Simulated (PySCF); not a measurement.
C₅H₁₄Si₂, SMILES C[Si]([SiH2]C=C)(C)C, GFN2-xTB optimised geometry.

```
21

C      2.57     1.43     1.57
C      2.09     0.20     1.54
Si     1.45    -0.67     0.00
Si    -0.89    -0.67     0.00
C     -1.58    -1.57    -1.54
C     -1.59    -1.56     1.54
C     -1.58     1.11     0.00
H      2.66     2.02     0.67
H      2.91     1.91     2.48
H      2.02    -0.34     2.48
H      2.03     0.01    -1.17
H      2.03    -2.02     0.02
H     -2.67    -1.56    -1.55
H     -1.24    -1.09    -2.46
H     -1.26    -2.60    -1.57
H     -2.68    -1.57     1.54
H     -1.25    -2.59     1.60
H     -1.28    -1.06     2.46
H     -2.66     1.13     0.03
H     -1.27     1.66    -0.89
H     -1.22     1.67     0.86
```

Density from PySCF with CAM-B3LYP/def2-SVP at that geometry.

Minimum of the electron density along straight lines between bonded atoms, close to the bond critical point (lines longer than 1.1 times the sum of covalent radii, or with two minima, are not listed):

| bond | length / Å | ρ at the minimum / e bohr⁻³ | ∇²ρ there / e bohr⁻⁵ | position (fraction from the first atom) |
|---|---|---|---|---|
| C1–C2 | 1.323 | 0.345 | -0.93 | 0.51 |
| C2–Si3 | 1.884 | 0.112 | 0.35 | 0.62 |
| Si4–C5 | 1.912 | 0.109 | 0.31 | 0.38 |
| Si4–C6 | 1.914 | 0.109 | 0.31 | 0.38 |
| Si4–C7 | 1.914 | 0.109 | 0.31 | 0.38 |
| C1–H8 | 1.078 | 0.284 | -1.10 | 0.64 |
| C1–H9 | 1.080 | 0.282 | -1.09 | 0.64 |
| C2–H10 | 1.084 | 0.277 | -1.03 | 0.63 |
| Si3–H11 | 1.471 | 0.114 | 0.33 | 0.49 |
| Si3–H12 | 1.473 | 0.114 | 0.33 | 0.49 |
| C5–H13 | 1.087 | 0.271 | -0.98 | 0.63 |
| C5–H14 | 1.086 | 0.272 | -0.98 | 0.63 |
| C5–H15 | 1.086 | 0.272 | -0.98 | 0.63 |
| C6–H16 | 1.087 | 0.271 | -0.98 | 0.63 |
| C6–H17 | 1.086 | 0.272 | -0.98 | 0.63 |
| C6–H18 | 1.086 | 0.272 | -0.98 | 0.63 |
| C7–H19 | 1.087 | 0.271 | -0.98 | 0.63 |
| C7–H20 | 1.086 | 0.272 | -0.98 | 0.63 |
| C7–H21 | 1.086 | 0.272 | -0.98 | 0.63 |
